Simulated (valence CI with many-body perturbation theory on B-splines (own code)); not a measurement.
Co5+ in brief

Computed by configuration interaction combined with many-body perturbation theory (CI+MBPT): four valence electrons over a frozen Dirac-Fock core [Ar], radial functions for each j: 7 s, 7 p, 8 d, 6 f, 4 g, 1 h, with the one-electron correlation potential Σ1 (screened to all orders), the two-electron term Σ2, the three-electron term Σ3, Breit, model QED; selected single and double excitations, second order for the rest, scaled by the run's own slope (own B-spline code, finite nucleus).

Against 30 measured levels this calculation errs by 413 cm⁻¹ on average and by 1854 at most. Only levels of the ground parity were solved; by the run's estimate the other parity begins above the list, which can be wrong where configurations are misplaced.

Rates and lifetimes use the calculated energies. Strong lines usually hold to 10 to 20 %, long lifetimes can be off by a factor of two.

Question: What is the ground level?

Answer: 3d4 5D_0, composition 99 % 3d4 5D.

Question: How well does LS coupling describe the low levels?

Answer: Among the lowest 20 levels the leading LS term, summed over configurations, holds 97 % on average. For single configurations the figures are 97 % in LS and 52 % in jj coupling. Terms mix most in the J = 4 level at 30536 cm⁻¹, where the leading one holds 91 %.

Question: What is the ionisation energy?

Answer: 101.82 eV; NIST lists 102 ± 0.2 eV (semi-empirical).

Question: How is the term 5D of the ground level split?

Answer: J = 0 at 0.0, J = 1 at 200, J = 2 at 581, J = 3 at 1110, J = 4 at 1760 cm⁻¹.

Question: Name the longest-lived excited levels whose lifetime is computed, and their main decay.

Answer: 3d4 5D_1 at 200 cm⁻¹ lives 2320 s, mostly by M1 to 3d4 5D_0.
